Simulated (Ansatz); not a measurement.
Ansatz (a quantum-chemistry and plane-wave program) input (CCSD(T)/6-31G):

Ansatz 0.2 input:
```yaml
crystal:
  periodic: [false, false, false]
  atoms:
    - {symbol: C, position_ang: [1.93389201, -0.38546578, -0.58475998]}
    - {symbol: C, position_ang: [0.98895226, 0.39232524, 0.33522183]}
    - {symbol: B, position_ang: [-0.56549147, 0.10439342, 0.16203666]}
    - {symbol: N, position_ang: [-1.48893997, 0.79703409, 0.98850562]}
    - {symbol: N, position_ang: [-1.02490058, -0.82767744, -0.80051108]}
    - {symbol: H, position_ang: [2.98046870, -0.13174620, -0.40374628]}
    - {symbol: H, position_ang: [1.83413648, -1.46427321, -0.43909328]}
    - {symbol: H, position_ang: [1.72878686, -0.17464668, -1.63760499]}
    - {symbol: H, position_ang: [1.26066000, 0.19659550, 1.37939742]}
    - {symbol: H, position_ang: [1.15685699, 1.46728932, 0.19848079]}
    - {symbol: H, position_ang: [-1.19458498, 1.46326097, 1.67950737]}
    - {symbol: H, position_ang: [-2.48627130, 0.67834002, 0.94845384]}
    - {symbol: H, position_ang: [-0.39944376, -1.33394849, -1.40024841]}
    - {symbol: H, position_ang: [-1.99333347, -1.04949162, -0.95406270]}
basis:
  gaussian:
    orbitals: 6-31G
magnetization: {spin_polarized: false}
correlation: {method: ccsd_t, electrons: outside_noble_gas}
```

End of the output:

```
integrals: 0.05 GiB planned
932 factors; integrals over basis functions are off by at most 1.9e-4 eV
0.32 GiB of device memory are held for the factors and their scratch space
mean field: 0.21 GiB planned
mean field evaluation 1: about -5835.3021 eV, gradient 4.0e1 eV
mean field evaluation 2: about -5835.2978 eV, gradient 4.0e1 eV
mean field evaluation 4: about -5839.0047 eV, gradient 2.9e0 eV
mean field evaluation 8: about -5839.0301 eV, gradient 4.2e-5 eV
mean field evaluation 16: about -5839.0369 eV, gradient 1.0e-1 eV
mean field -5839.03008325 eV, -214.5803977228 hartree, gradient 1.2e-6 eV, S^2 0.000000; 0 other end points of the search recorded, 0 dependent functions left out
5 core orbitals not correlated
reference -5839.03008325 eV, -214.5803977228 hartree; 15, 15 occupied and 43, 43 virtual orbitals, 932 factors
second order -12.17592598 eV of doubles, -0.00000000 eV of singles
coupled cluster: 0.46 GiB planned
cycle   1  -12.98165090 eV  change   -8.1e-1 eV  update   8.5e-2
cycle   2  -13.44229555 eV  change   -4.6e-1 eV  update   2.9e-2
cycle   3  -13.53091153 eV  change   -8.9e-2 eV  update   1.1e-2
cycle   4  -13.53057204 eV  change    3.4e-4 eV  update   2.7e-3
cycle   5  -13.53014874 eV  change    4.2e-4 eV  update   7.9e-4
cycle   6  -13.52985357 eV  change    3.0e-4 eV  update   2.1e-4
cycle   7  -13.52972886 eV  change    1.2e-4 eV  update   6.2e-5
cycle   8  -13.52970601 eV  change    2.3e-5 eV  update   2.0e-5
perturbative correction -0.29138853 eV, -0.0107083309 hartree
Total energy: -5852.85117779 eV, -215.0883135787 hartree
```
